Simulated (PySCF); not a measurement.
A series of derivatives of CC=C(C)CC

Parent skeleton `[CH3:1][CH:2]=[C:3]([CH3:4])[CH2:5][CH3:6]`; one hydrogen on atom 2 is replaced by X. Hydrogens on one atom are averaged.

[PySCF: σ from GIAO-PBE0/pcSseg-1; geometry: GFN2-xTB; one conformer; in vacuum; non-relativistic; averaged over atoms made equivalent by symmetry, fast rotation or ring inversion]

Chemical shifts δ = σref − σ; 13C (186.93 ppm), 1H (31.72 ppm) against TMS, all at this level.

Task: Give δ (ppm) for X = propynyl, isopropenyl, nPr, NMe2, CHCl2, COO-, C(S)CH3, CH=NMe.

Result: 
```tsv
X	SMILES	C1	C2	C3	C4	C5	C6	H(C1)	H(C4)	H(C5)
propynyl	CC#C/C(C)=C(\C)CC	21.2	119.1	152.9	25.8	30.9	14.5	1.91	2.13	2.15
isopropenyl	C=C(C)/C(C)=C(\C)CC	19.7	139.6	140.3	21.5	30.3	14.3	1.90	1.90	2.01
nPr	CCC/C(C)=C(\C)CC	20.4	136.8	137.9	20.2	33.7	14.1	1.80	1.80	2.00
NMe2	CC/C(C)=C(/C)N(C)C	9.9	147.6	140.8	19.2	31.4	15.5	1.56	1.70	2.66
CHCl2	CC/C(C)=C(/C)C(Cl)Cl	17.3	136.6	145.5	23.7	33.7	16.6	1.94	1.86	2.22
COO-	CC/C(C)=C(\C)C(=O)[O-]	19.0	151.5	125.1	21.9	32.4	14.4	2.05	2.30	1.82
C(S)CH3	CC/C(C)=C(/C)C(C)=S	20.1	144.9	168.3	26.9	36.2	17.0	2.06	2.04	2.69
CH=NMe	CC/C(C)=C(C)\C=N/C	20.3	134.6	151.3	22.5	34.0	17.1	1.71	1.88	2.20
```

Task: Which position responds most, and to which substituents?

Result: C3: from 125.1 ppm with COO- to 168.3 ppm with C(S)CH3.
